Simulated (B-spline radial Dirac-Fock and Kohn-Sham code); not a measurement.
# Ar: input and output of one calculation

ΔSCF core binding energies without Breit or QED terms, calculated with a radial atomic solver. Keys: rel is the Hamiltonian (dirac, or spin-free x2c and nr, where L3 and M5 stand for the whole 2p and 3d shells), method is hf or an exchange,correlation pair (spin-unpolarised, also for the hole states), nuc the nuclear model, radius_factor scales its radius, rmax is the box in bohr, h the logarithmic mesh step, order the B-spline order, points the quadrature points per cell, c_factor scales the speed of light, and damp, ndamp, maxit and tol steer the iteration. The run stops when the commutator error falls below 10·tol·max(1, Z/10), or the numerical noise floor, and the energy has settled to about 1e-8 Ha; the virial ratio is −V/T.

Input (task.json):

```json
{"items": [{"Z": 18, "q": 0, "cfg": [[1, 0, 2], [2, 0, 2], [2, 1, 6], [3, 0, 2], [3, 1, 6]], "A": 40, "rrms": 3.4274, "do": "settings", "holes": ["K", "L3", "M5"],
  "settings": [{"rel": "dirac", "method": "hf", "nuc": "fermi", "radius_factor": 1.0, "rmax": 45.0, "h": 0.3, "order": 8, "points": 10, "c_factor": 1.0, "maxit": 5, "damp": 0.5, "ndamp": 3, "tol": 1e-08}]}]}
```

Command: `python xray2_run.py task.json out`

Ground-state iterations:

```
iter   energy (Ha)        error
   1     -526.66061097  6.85e-01
   2     -528.38219937  1.16e-01
   3     -528.64520284  4.36e-02
   4     -528.67846043  1.68e-02
   5     -528.68333006  3.89e-03
```

The ground state had not converged after 5 iterations, with total energy -528.68333 Ha, virial ratio 1.99374 and highest orbital energy -16.20 eV. ΔSCF binding energies: K (1s) 3209.2 eV, L3 (2p3/2) 248.3 eV (not all states converged, so these are not final). Holes are computed only in closed shells, and unreliable hole states are left out.

Task: One setting is unsound. Which, and why?

Result: maxit ends the run before self-consistency. With the default settings (Dirac Hartree-Fock): The ground state converged in 10 iterations, with total energy -528.68376 Ha, virial ratio 1.99293 and highest orbital energy -16.00 eV. ΔSCF binding energies: K (1s) 3209.2 eV, L3 (2p3/2) 248.3 eV. Holes are computed only in closed shells, and unreliable hole states are left out.
